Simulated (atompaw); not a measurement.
Varying the PAW (atompaw) potential for beryllium (Be)

Base potential:

| Quantity | Value |
| --- | --- |
| Element | beryllium (Be) |
| Generator | atompaw 4.2.0.5 |
| Type | PAW |
| Functional | LDA (PW92) |
| Relativity | scalar-relativistic |
| Frozen core | none |
| Valence charge | 4 |
| Reference configuration | 1s2 2s0.5 2p0 (charge +1.5) |
| Partial waves | 1s (bound): rc 0.50 bohr; 2s (bound): rc 3.00 bohr; 2p (bound, empty): rc 3.00 bohr; 2p channel at 2.7 Ry: rc 3.00 bohr; 3d channel at 0.25 Ry: rc 3.00 bohr |
| Local potential | bessel scheme, radius 2.00 bohr |
| Core correction | none |
| Augmentation charge | sinc compensation charge, radius 2.90 bohr; PAW radius 3.00 bohr; waves and projectors: custom rrkj gramschmidtortho |

All-electron outer shells of the reference configuration (LDA (PW92), scalar-relativistic, ld1.x):

```tsv
shell	level (eV)	outermost node (bohr)	outermost maximum (bohr)
1s	-123.30	–	0.27
2s	-17.92	0.59	1.82
2p	-14.12	–	1.74
```

Cutoffs, loose and tight: the cutoffs (Ry, on a coarse ladder) from which the occupation-weighted sum of valence levels, in a spherical-Bessel basis at the reference potential, stays within 10 and 1 mRy of its value at 400 Ry. They see the waves, projectors and local potential, not the compensation charge or the core. A dash means not determined.

| change | outcome | cutoff, loose | cutoff, tight | bound ghosts |
| --- | --- | --- | --- | --- |
| base | generated | 180 Ry | 260 Ry | none |
| augmentation sinc compensation charge, radius 2.90 bohr; PAW radius 3.00 bohr; waves and projectors: custom polynom gramschmidtortho | generated | 180 Ry | 260 Ry | none |
| augmentation sinc compensation charge, radius 2.90 bohr; PAW radius 3.00 bohr; waves and projectors: custom rrkj vanderbiltortho | generated | 180 Ry | 260 Ry | none |
| wave 3d channel at 0.25 Ry: rc 3.00 bohr becomes 3d channel at 1.29 Ry: rc 3.00 bohr | generated | 180 Ry | 260 Ry | none |
| augmentation sinc compensation charge, radius 1.88 bohr; PAW radius 3.00 bohr; waves and projectors: custom rrkj gramschmidtortho | generated | 180 Ry | 260 Ry | none |
| wave 2p channel at 2.7 Ry: rc 3.00 bohr becomes 2p channel at 2.7 Ry: rc 2.04 bohr | generated | 180 Ry | 260 Ry | none |
| all radii scaled by about 1.24 (s 0.62, p 3.72, d 3.72 bohr); local potential bessel scheme, radius 2.48 bohr; augmentation sinc compensation charge, radius 3.60 bohr; PAW radius 3.72 bohr; waves and projectors: custom rrkj gramschmidtortho | generated | 140 Ry | 200 Ry | none |
| reference 1s2 2s2 2p0; added wave 3d channel at 2.65 Ry: rc 3.00 bohr | generated | 180 Ry | 260 Ry | none |

(1) What comes out with this change to the base: wave 1s (bound): rc 0.50 bohr becomes 1s (bound): rc 2.86 bohr?

(2) What comes out with this change to the base: added wave 3d channel at 0.65 Ry: rc 2.55 bohr?

(3) What comes out with this change to the base: functional PBEsol?

Results:

(1) outcome: generated; cutoff, loose: 6 Ry; cutoff, tight: 6 Ry; bound ghosts: none.

(2) outcome: failed: atompaw: The overlap operator has at least one negative eigenvalue!. Cause: the overlap operator built from these waves and projectors is not positive definite.

(3) outcome: generated; cutoff, loose: 200 Ry; cutoff, tight: 260 Ry; bound ghosts: none.
